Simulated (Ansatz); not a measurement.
Total energies of C₂H₃AlO (`C#[C][AlH][OH]`).

```xyz
7

C     0.9265    1.7617    0.7542
C     0.5529    0.6667    0.3984
Al   -0.0202   -1.0657   -0.1532
O    -1.4784   -1.2302   -0.9929
H     1.2573    2.7261    1.0685
H     0.8051   -2.3681    0.1361
H    -2.0432   -0.4905   -1.2111
```

The species carries charge 0 and has multiplicity 1. All single points use the PBE0-D4/def2-TZVP geometry. It is one conformer, not always the lowest. Basis def2-TZVPP, Ansatz 0.2.0.

RPA on PBE orbitals: Hartree–Fock energy of these orbitals -394.30404 Eh, correlation -0.98632 Eh (frozen core).

```csv
functional,energy without D4 (Eh),D4 term (kJ/mol)
B97M-V,-395.66262,–
ωB97M-V,-395.67152,–
```

Problem. Give the same for LDA (SPW92), PBE, revPBE, BLYP, r2SCAN, PBE0, B3LYP, r2SCANh, r2SCAN0, HSE06 (plane-wave form), BHLYP, CAM-B3LYP, LC-ωPBE, ωB97X-V, B2PLYP, PBE-QIDH. (Estimate.)

Solution. The calculation gave: 
```json
{"functional": "LDA (SPW92)", "energy without D4 (Eh)": "-393.41240", "D4 term (kJ/mol)": "–"}
{"functional": "PBE", "energy without D4 (Eh)": "-395.41380", "D4 term (kJ/mol)": "-10.6"}
{"functional": "revPBE", "energy without D4 (Eh)": "-395.63687", "D4 term (kJ/mol)": "-30.6"}
{"functional": "BLYP", "energy without D4 (Eh)": "-395.70756", "D4 term (kJ/mol)": "-23.1"}
{"functional": "r2SCAN", "energy without D4 (Eh)": "-395.62576", "D4 term (kJ/mol)": "-2.5"}
{"functional": "PBE0", "energy without D4 (Eh)": "-395.44060", "D4 term (kJ/mol)": "-8.9"}
{"functional": "B3LYP", "energy without D4 (Eh)": "-395.76835", "D4 term (kJ/mol)": "-17.1"}
{"functional": "r2SCANh", "energy without D4 (Eh)": "-395.61433", "D4 term (kJ/mol)": "-2.7"}
{"functional": "r2SCAN0", "energy without D4 (Eh)": "-395.59800", "D4 term (kJ/mol)": "-3.0"}
{"functional": "HSE06 (plane-wave form)", "energy without D4 (Eh)": "-395.42668", "D4 term (kJ/mol)": "-8.4"}
{"functional": "BHLYP", "energy without D4 (Eh)": "-395.65859", "D4 term (kJ/mol)": "-13.7"}
{"functional": "CAM-B3LYP", "energy without D4 (Eh)": "-395.67865", "D4 term (kJ/mol)": "-9.1"}
{"functional": "LC-ωPBE", "energy without D4 (Eh)": "-395.54377", "D4 term (kJ/mol)": "–"}
{"functional": "ωB97X-V", "energy without D4 (Eh)": "-395.64648", "D4 term (kJ/mol)": "–"}
{"functional": "B2PLYP", "energy without D4 (Eh)": "-395.51285", "D4 term (kJ/mol)": "–"}
{"functional": "PBE-QIDH", "energy without D4 (Eh)": "-395.33230", "D4 term (kJ/mol)": "–"}
```

B3LYP takes the VWN-RPA correlation (the form of Gaussian; ORCA's B3LYP/G). HSE06 is the plane-wave form, built on full-range PBE exchange. The double hybrids freeze the cores in their second-order part.

LC-ωPBE has ω = 0.4 bohr⁻¹.
